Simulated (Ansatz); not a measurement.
A nudged elastic band was laid between two geometries of C₂H₈AlB (12 atoms, charge 0, multiplicity 1).

Computed with RKS BLYP-D4/6-31G* (Ansatz 0.2.0).

| Quantity | Value |
| --- | --- |
| movable images | 5 |
| climbing image | yes |
| spring | 5.0 eV/Å² |
| optimiser | quadratic models (default) |
| start path | through a guess of the saddle point |
| force threshold | 0.03 eV/Å |
| iteration limit | 60 |
| end points | relaxed |

First end point:

```xyz
12
Properties=species:S:1:pos:R:3
C 0.086 1.412 -0.733
B 0.021 0.014 0.011
C 0.912 -0.169 1.309
Al -1.229 -1.576 -0.712
H -0.091 1.401 -1.823
H -0.752 2.004 -0.302
H 1.005 1.992 -0.525
H 1.863 -0.617 0.943
H 0.533 -0.868 2.075
H 1.194 0.782 1.799
H -2.794 -1.683 -0.337
H -0.671 -2.747 -1.671
```

Last end point:

```xyz
12
Properties=species:S:1:pos:R:3
C 0.063 1.413 -0.729
B 0.022 0.014 0.012
C 1.012 -0.203 1.229
Al -1.329 -1.536 -0.615
H 1.011 1.969 -0.595
H -0.204 1.415 -1.800
H -0.722 2.023 -0.227
H 1.920 -0.662 0.775
H 0.688 -0.905 2.016
H 1.356 0.736 1.704
H -2.856 -1.613 -0.106
H -0.885 -2.706 -1.631
```

(1) What changes between the two ends?

(2) What energy profile does the band end with?

(3) What is the geometry of the highest image?

## Answers

(1) No bond is made or broken. The dihedral H5–C1–B2–Al4 goes from -29 to -158°. The two ends are copies of one structure, up to a mirror image or an exchange of like atoms.

(2) The run converged. The highest image is number 2 of 0 to 6, 0.4 kcal/mol above the ends, which have the same energy within 2 meV. Beside the main top the profile has a ripple of under 15 meV (maxima at images 2, 4), which may be a very shallow well or noise. A vibrational analysis at the climbing image gives 2 clearly imaginary modes (122i, 57i cm⁻¹): a point of higher order, so a lower path passes nearby.

```json
{"image": "0", "path coordinate (Å)": "0.00", "energy (kcal/mol)": "0.0", "dihedral H5–C1–B2–Al4 (°)": "-29"}
{"image": "1", "path coordinate (Å)": "0.72", "energy (kcal/mol)": "0.2", "dihedral H5–C1–B2–Al4 (°)": "-53"}
{"image": "2", "path coordinate (Å)": "1.45", "energy (kcal/mol)": "0.4", "dihedral H5–C1–B2–Al4 (°)": "-69"}
{"image": "3", "path coordinate (Å)": "2.26", "energy (kcal/mol)": "0.1", "dihedral H5–C1–B2–Al4 (°)": "-86"}
{"image": "4", "path coordinate (Å)": "3.06", "energy (kcal/mol)": "0.3", "dihedral H5–C1–B2–Al4 (°)": "-106"}
{"image": "5", "path coordinate (Å)": "3.87", "energy (kcal/mol)": "0.2", "dihedral H5–C1–B2–Al4 (°)": "-135"}
{"image": "6", "path coordinate (Å)": "4.68", "energy (kcal/mol)": "0.0", "dihedral H5–C1–B2–Al4 (°)": "-158"}
```

(3) 
```xyz
12
Properties=species:S:1:pos:R:3
C 0.007 1.451 -0.701
B 0.018 0.054 0.047
C 0.977 -0.174 1.290
Al -1.216 -1.558 -0.676
H 0.482 1.319 -1.697
H -1.014 1.813 -0.929
H 0.555 2.258 -0.180
H 1.757 -0.914 1.015
H 0.451 -0.636 2.149
H 1.492 0.736 1.649
H -2.720 -1.792 -0.145
H -0.712 -2.612 -1.788
```

The run took 9.8 min on 1 CPU thread of a shared host.
